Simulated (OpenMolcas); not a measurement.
## Cd+: input and output

Input:

```
&GATEWAY
Coord
1

Cd 0.0 0.0 0.0
Basis=ANO-R1
Group=XYZ
NoMove
AngMom=0.0 0.0 0.0
AMFI
&SEWARD
&RASSCF
FileOrb=start.orb
Symmetry=1
Spin=2
nActEl=1 0 0
Inactive=14 9
Ras2=1 3
CIRoot=1 1 1
SDav=1
CIMx=300
Iter=120 100
PrWF=0.3
OrbListing=Nothing
MaxOrb=0
Atom
>>> COPY $Project.JobIph JOBPRE
&RASSCF
FileOrb=start.orb
Symmetry=1
Spin=2
nActEl=1 0 1
Inactive=14 9
Ras2=1 3
Ras3=5 0
CIRoot=1 1 1
SDav=6
CIMx=300
Iter=120 100
PrWF=0.3
OrbListing=Nothing
MaxOrb=0
Thrs=2.0e-7 1.0e-1 5.0e-4
Atom
>>> COPY $Project.JobIph JOB001
&RASSCF
FileOrb=start.orb
Symmetry=2
Spin=2
nActEl=1 0 1
Inactive=14 9
Ras2=1 3
Ras3=5 0
CIRoot=3 3 1
SDav=3
CIMx=300
Iter=120 100
PrWF=0.3
OrbListing=Nothing
MaxOrb=0
Thrs=2.0e-7 1.0e-1 5.0e-4
Atom
>>> COPY $Project.JobIph JOB002
&RASSI
NrOfJobIphs=2 1 3
1
1 2 3
IphNames
JOB001
JOB002
EJob
SpinOrbit
DIPRint=1.0
SOCoupling=1000.0
Subsets=2
MEES
Property=10
'ANGMOM' 1 'ANGMOM' 2 'ANGMOM' 3 'MLTPL  1' 1 'MLTPL  1' 2 'MLTPL  1' 3
'AMFI' 1 'AMFI' 2 'AMFI' 3 'MLTPL  2' 6
SOProperty=3
'ANGMOM' 1 'ANGMOM' 2 'ANGMOM' 3
```

Launched by
```bash
OMP_NUM_THREADS=1 MOLCAS_MEM=2252 MOLCAS_PROJECT=a pymolcas a.inp > a.log  # once for each step of the input, in one work folder
```

A driver script runs the steps one by one and writes start.orb anew before each from the orbitals found so far.

Output, cut to the results:

```
--- SEWARD ---
Basis set label: CD.ANO-R...6S4P3D1F.

      Electronic valence basis set:
      ------------------
      Associated Effective Charge  48.000000 au
      Associated Actual Charge     48.000000 au
      Nuclear Model: Finite nucleus - Gaussian distribution
        Gaussian exponent, Xi/bohr**(-2):  1.96486E+08

      Shell  nPrim  nBasis  Cartesian Spherical Contaminant
         s      23       6        X
         p      16       4        X
         d      12       3                 X
         f       6       1                 X
                  Relativistic X2C integrals
                  Atomic mean-field integrals
--- RASSCF ---
Wave function specifications:
      -----------------------------

      Number of closed shell electrons          46
      Number of electrons in active shells       1
      Max number of holes in RAS1 space          0
      Max nr of electrons in RAS3 space          1
      Number of inactive orbitals               23
      Number of active orbitals                  9
      Number of secondary orbitals               8
      Spin quantum number                      0.5
      State symmetry                             1
Orbital specifications:
      -----------------------

      Symmetry species                           1   2
                                                ag  au
      Frozen orbitals                            0   0
      Inactive orbitals                         14   9
      Active orbitals                            6   3
      RAS1 orbitals                              0   0
      RAS2 orbitals                              1   3
      RAS3 orbitals                              5   0
      Secondary orbitals                         1   7
      Deleted orbitals                           0   0
      Number of basis functions                 21  19
      Number of CSFs                             6
      Number of root(s) required                 1
      Iter CI   SX   CI       RASSCF       Energy    max ROT     max BLB   max BLB  Level Ln srch  Step   QN
          iter iter root      energy       change     param      element    value   shift minimum  type update
 Nr of preliminary CI iterations:   1
 ###############################################################################
 ###############################################################################
 ###                                                                         ###
 ###                                                                         ###
 ###    WARNING: Problems in orbital optimization.                           ###
 ###                                                                         ###
 ###                                                                         ###
 ###############################################################################
 ###############################################################################
  Warning: In symmetry  1, orbital p=  16 has diagonal density matrix element D(p,p) close to zero. D(p,p)=  1.326773E-28
  Warning: In symmetry  1, orbital p=  17 has diagonal density matrix element D(p,p) close to zero. D(p,p)=  1.635072E-26
        ...
  Warning: In symmetry  2, orbital p=  10 has diagonal density matrix element D(p,p) close to zero. D(p,p)=  0.000000E+00
  Warning: In symmetry  2, orbital p=  11 has diagonal density matrix element D(p,p) close to zero. D(p,p)=  0.000000E+00
  Warning: In symmetry  2, orbital p=  12 has diagonal density matrix element D(p,p) close to zero. D(p,p)=  0.000000E+00
        4   1    1    1  -591.11644268    1.82E-12   0.00E+00   12  16 1  5.21E-08   0.00   0.00    SX    NO
      Convergence after  4 iterations
        5   1    1    1  -591.11644268   -1.82E-12   0.00E+00   12  16 1  5.21E-08   0.00   0.00    SX    NO
      Natural orbitals and occupation numbers for root  1
      sym 1:   1.000000   0.000000   0.000000   0.000000   0.000000   0.000000
      sym 2:   0.000000   0.000000   0.000000
::    RASSCF root number  1 Total energy:  -5591.11644268
--- RASSCF ---
Wave function specifications:
      -----------------------------

      Number of closed shell electrons          46
      Number of electrons in active shells       1
      Max number of holes in RAS1 space          0
      Max nr of electrons in RAS3 space          1
      Number of inactive orbitals               23
      Number of active orbitals                  9
      Number of secondary orbitals               8
...
--- RASSI ---
SPIN-FREE ENERGIES:
  (Shifted by EMIN (a.u.) =      -5591.1164426758)

 SF State       Relative EMIN(au)   Rel lowest level(eV)    D:o, cm**(-1)      L_eff

     1             0.0000000000        0.0000000000              0.0000         0.0
     2             0.2596121273        7.0644058701          56978.2759         1.0
     3             0.2596121273        7.0644058701          56978.2759         1.0
     4             0.2596121273        7.0644058701          56978.2759         1.0
     Dipole printing threshold changed to   1.00000000E+00

++ Dipole transition strengths (spin-free states):
   -----------------------------------------------
     for osc. strength at least  1.00000000E+00

  ( Max oscillator strength is only   0.40301797920972499      )
--
Eigenvalues of complex Hamiltonian:
   -----------------------------------
  (Shifted by EMIN (a.u.) =      -5591.1164426758)

 SO State       Relative EMIN(au)   Rel lowest level(eV)    D:o, cm**(-1)     J-value

     1             0.0000000000        0.0000000000              0.0000         0.4
     2             0.0000000000        0.0000000000              0.0000         0.4
     3             0.2485591419        6.7636388152          54552.4260         0.4
     4             0.2485591419        6.7636388152          54552.4260         0.4
     5             0.2651386200        7.2147893976          58191.2009         1.0
     6             0.2651386200        7.2147893976          58191.2009         1.3
     7             0.2651386200        7.2147893976          58191.2009         1.0
     8             0.2651386200        7.2147893976          58191.2009         1.3
Weights of the five most important spin-orbit-free states for each spin-orbit state.

 SO State  Total energy (au)           Spin-free states, spin, and weights
 -------------------------------------------------------------------------------------------------------
...
```

The J values that RASSI prints are effective ones from its own formula and need not be integers or half-integers; the table below assigns J from the states.

Levels above the lowest, from the spin-orbit matrix, grouped by J:

| Configuration | Term | J | E (cm⁻¹) | Measured (cm⁻¹) | Term weight % |
| --- | --- | --- | --- | --- | --- |
| 5s | ²S | 1/2 | 0.0 | 0.0 | 100 |
| 5p | ²P° | 1/2 | 54552 | 44136 | 100 |
| 5p | ²P° | 3/2 | 58191 | 46619 | 100 |

Against the 2 measured excited levels shown (NIST Handbook of Basic Atomic Spectroscopic Data) the mean absolute deviation is 11000 cm-1; the largest miss in energy is 5p ²P°_3/2: computed 58191, measured 46619 cm⁻¹ (+24.8 %).

With one active electron outside closed inactive shells, the extra shells (5d) add no correlation to the reference. With one active electron the reference holds no correlation, so core polarisation is missing. The ANO-R sets hold no well-fitted valence p shell for this element, so s → p excitations can come out far too high. Computed and measured levels are paired by configuration, term and J; levels that our copy of the source lacks, or whose pairing is in doubt (as where it misses far off the trend of its configuration), stay unpaired and out of the deviations. Levels of configurations outside the active space are missing. The first state left out of the spin-orbit step lies near 320000 cm-1 above the lowest spin-free state of the reference (among the parities and spins computed), and the list stops at four fifths of that energy or lower.

The term weight is that of the spin-free term in the level, not the purity of its configuration. ° marks odd parity.
